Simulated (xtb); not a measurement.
xtb input (GFN2-xTB):

```bash
xtb mol.xyz --gfn 2 --sp --chrg -1 --uhf 0
```
mol.xyz:
```
11

C     -2.26223709    -0.10724821    -0.05405423
C     -0.77427014    -0.15619781     0.09161600
C     -0.02846144    -0.97415679     0.89580600
C      1.38504663    -0.75285681     0.78739689
C      1.82344582     0.23121678    -0.08984316
S      0.34607524     0.86923333    -0.77764906
H     -2.67690430     0.87302419     0.21154013
H     -2.73589117    -0.84876885     0.59727969
H     -2.58962956    -0.31703641    -1.07983506
H     -0.48139608    -1.71704952     1.54980464
H      2.08547466    -1.34244566     1.37806655
```

Output:

```
           -------------------------------------------------
          |                Calculation Setup                |
           -------------------------------------------------

           -------------------------------------------------
          |                 G F N 2 - x T B                 |
           -------------------------------------------------

        Reference                      10.1021/acs.jctc.8b01176
      * Hamiltonian:
        H0-scaling (s, p, d)           1.850000    2.230000    2.230000
        zeta-weighting                 0.500000
      * Dispersion:
        s8                             2.700000
        a1                             0.520000
        a2                             5.000000
        s9                             5.000000
      * Repulsion:
        kExp                           1.500000    1.000000
        rExp                           1.000000
      * Coulomb:
        alpha                          2.000000
        third order                    shell-resolved
        anisotropic                    true
        a3                             3.000000
        a5                             4.000000
        cn-shift                       1.200000
        cn-exp                         4.000000
        max-rad                        5.000000

          ...................................................
          :                      SETUP                      :
          :.................................................:
          :  # basis functions                  35          :
          :  # atomic orbitals                  34          :
          :  # shells                           18          :
          :  # electrons                        32          :
          :  max. iterations                   250          :
          :  Hamiltonian                  GFN2-xTB          :
          :  restarted?                      false          :
          :  GBSA solvation                  false          :
          :  PC potential                    false          :
          :  electronic temp.          300.0000000     K    :
          :  accuracy                    1.0000000          :
          :  -> integral cutoff          0.2500000E+02      :
          :  -> integral neglect         0.1000000E-07      :
          :  -> SCF convergence          0.1000000E-05 Eh   :
          :  -> wf. convergence          0.1000000E-03 e    :
          :  Broyden damping             0.4000000          :
          :  net charge                         -1          :
          :  unpaired electrons                  0          :
          ...................................................

 iter      E             dE          RMSdq      gap      omega  full diag
   1    -16.7424879 -0.167425E+02  0.474E+00    3.46       0.0  T
   2    -16.7732624 -0.307745E-01  0.375E+00    2.12       1.0  T
   3    -16.8160582 -0.427958E-01  0.166E+00    3.19       1.0  T
   4    -16.8265014 -0.104433E-01  0.959E-01    2.79       1.0  T
   5    -16.8293274 -0.282593E-02  0.247E-01    2.93       1.0  T
   6    -16.8294376 -0.110262E-03  0.143E-01    2.98       1.0  T
   7    -16.8295053 -0.676367E-04  0.619E-02    2.95       1.0  T
   8    -16.8295176 -0.122996E-04  0.317E-02    2.96       1.0  T
   9    -16.8295225 -0.487886E-05  0.104E-02    2.97       2.9  T
  10    -16.8295232 -0.778120E-06  0.304E-03    2.96       9.9  T
  11    -16.8295232 -0.832650E-08  0.721E-04    2.96      41.8  T
  12    -16.8295232 -0.239567E-09  0.328E-04    2.96      91.8  T

   *** convergence criteria satisfied after 12 iterations ***

         #    Occupation            Energy/Eh            Energy/eV
      -------------------------------------------------------------
         1        2.0000           -0.4982473             -13.5580
       ...           ...                  ...                  ...
        10        2.0000           -0.2540942              -6.9143
        11        2.0000           -0.2458958              -6.6912
        12        2.0000           -0.2444757              -6.6525
        13        2.0000           -0.2066845              -5.6242
        14        2.0000           -0.1727228              -4.7000
        15        2.0000           -0.1441309              -3.9220
        16        2.0000           -0.1220872              -3.3222 (HOMO)
        17                         -0.0131636              -0.3582 (LUMO)
        18                          0.0257429               0.7005
        19                          0.0584420               1.5903
        20                          0.0998745               2.7177
        21                          0.2107907               5.7359
       ...                                ...                  ...
        34                          0.8689823              23.6462
      -------------------------------------------------------------
                  HL-Gap            0.1089236 Eh            2.9640 eV
             Fermi-level           -0.0676254 Eh           -1.8402 eV

 SCC (total)                   0 d,  0 h,  0 min,  0.006 sec
 SCC setup                      ...        0 min,  0.000 sec (  1.749%)
 Dispersion                     ...        0 min,  0.000 sec (  0.922%)
 classical contributions        ...        0 min,  0.000 sec (  0.518%)
 integral evaluation            ...        0 min,  0.001 sec ( 13.605%)
 iterations                     ...        0 min,  0.004 sec ( 54.718%)
 molecular gradient             ...        0 min,  0.002 sec ( 26.433%)
 printout                       ...        0 min,  0.000 sec (  1.846%)

         :::::::::::::::::::::::::::::::::::::::::::::::::::::
         ::                     SUMMARY                     ::
         :::::::::::::::::::::::::::::::::::::::::::::::::::::
         :: total energy             -16.609453015138 Eh    ::
         :: gradient norm              0.027365498566 Eh/a0 ::
         :: HOMO-LUMO gap              2.963962509188 eV    ::
         ::.................................................::
         :: SCC energy               -16.829517428192 Eh    ::
         :: -> isotropic ES            0.110780163052 Eh    ::
         :: -> anisotropic ES          0.004879973220 Eh    ::
         :: -> anisotropic XC          0.007391972122 Eh    ::
         :: -> dispersion             -0.009439442871 Eh    ::
         :: repulsion energy           0.220064413054 Eh    ::
         :: add. restraining           0.000000000000 Eh    ::
         :: total charge              -1.000000000000 e     ::
         :::::::::::::::::::::::::::::::::::::::::::::::::::::

           -------------------------------------------------
          |                Property Printout                |
           -------------------------------------------------

    * Orbital Energies and Occupations

         #    Occupation            Energy/Eh            Energy/eV
      -------------------------------------------------------------
         1        2.0000           -0.4982473             -13.5580
       ...           ...                  ...                  ...
         4        2.0000           -0.3787084             -10.3052
         5        2.0000           -0.3526025              -9.5948
         6        2.0000           -0.3403522              -9.2615
         7        2.0000           -0.3386973              -9.2164
         8        2.0000           -0.3212089              -8.7405
         9        2.0000           -0.3043456              -8.2817
        10        2.0000           -0.2540942              -6.9143
        11        2.0000           -0.2458958              -6.6912
        12        2.0000           -0.2444757              -6.6525
        13        2.0000           -0.2066845              -5.6242
        14        2.0000           -0.1727228              -4.7000
        15        2.0000           -0.1441309              -3.9220
        16        2.0000           -0.1220872              -3.3222 (HOMO)
        17                         -0.0131636              -0.3582 (LUMO)
        18                          0.0257429               0.7005
        19                          0.0584420               1.5903
        20                          0.0998745               2.7177
        21                          0.2107907               5.7359
        22                          0.2231410               6.0720
        23                          0.2466047               6.7105
        24                          0.2883001               7.8450
        25                          0.3082370               8.3876
        26                          0.3441167               9.3639
        27                          0.3557737               9.6811
       ...                                ...                  ...
        34                          0.8689823              23.6462
      -------------------------------------------------------------
                  HL-Gap            0.1089236 Eh            2.9640 eV
             Fermi-level           -0.0676254 Eh           -1.8402 eV

     #   Z          covCN         q      C6AA      α(0)
     1   6 C        3.759    -0.067    21.839     6.662
     2   6 C        2.964    -0.006    28.160     8.704
     3   6 C        3.132    -0.067    29.453     8.884
     4   6 C        3.202    -0.071    29.152     8.797
     5   6 C        1.967    -0.249    38.516    10.022
     6  16 S        2.475    -0.360   156.851    21.079
     7   1 H        0.924    -0.003     3.106     2.756
     8   1 H        0.924    -0.009     3.212     2.803
     9   1 H        0.924    -0.003     3.106     2.756
    10   1 H        0.925    -0.077     4.809     3.429
    11   1 H        0.925    -0.089     5.184     3.561

 Mol. C6AA /au·bohr⁶  :       2427.493851
 Mol. C8AA /au·bohr⁸  :      71102.270063
 Mol. α(0) /au        :         79.454156

Wiberg/Mayer (AO) data.
largest (>0.10) Wiberg bond orders for each atom

 ---------------------------------------------------------------------------
     #   Z sym  total        # sym  WBO       # sym  WBO       # sym  WBO
 ---------------------------------------------------------------------------
     1   6 C    3.991 --     2 C    1.019     8 H    0.984     9 H    0.979
                             7 H    0.979
     2   6 C    3.927 --     3 C    1.589     6 S    1.110     1 C    1.019
                             5 C    0.146
     3   6 C    3.967 --     2 C    1.589     4 C    1.262    10 H    0.960
                             6 S    0.103
     4   6 C    3.942 --     5 C    1.601     3 C    1.262    11 H    0.962
     5   6 C    3.005 --     4 C    1.601     6 S    1.210     2 C    0.146
     6  16 S    2.529 --     5 C    1.210     2 C    1.110     3 C    0.103
     7   1 H    1.000 --     1 C    0.979
     8   1 H    1.000 --     1 C    0.984
     9   1 H    1.000 --     1 C    0.979
    10   1 H    0.994 --     3 C    0.960
    11   1 H    0.992 --     4 C    0.962
 ---------------------------------------------------------------------------

Topologies differ in total number of bonds
Writing topology from bond orders to xtbtopo.mol

molecular dipole:
                 x           y           z       tot (Debye)
 q only:       -1.187       0.025      -0.103
   full:       -1.934      -0.619       0.439       5.280
molecular quadrupole (traceless):
                xx          xy          yy          xz          yz          zz
 q only:       -4.036       0.059       1.729      -0.726       3.859       2.307
  q+dip:       -5.464      -1.630       2.381       0.725       3.266       3.083
   full:       -5.847      -1.667       2.516       0.672       3.966       3.332

           -------------------------------------------------
          | TOTAL ENERGY              -16.609453015138 Eh   |
          | GRADIENT NORM               0.027365498566 Eh/α |
Note: The following floating-point exceptions are signalling: IEEE_UNDERFLOW_FLAG IEEE_DENORMAL
normal termination of xtb
          | HOMO-LUMO GAP               2.963962509188 eV   |
           -------------------------------------------------

------------------------------------------------------------------------
------------------------------------------------------------------------
 total:
 SCF:
```

It need not be the lowest isomer of its formula. Whether it binds its extra electron was not tested at this geometry.
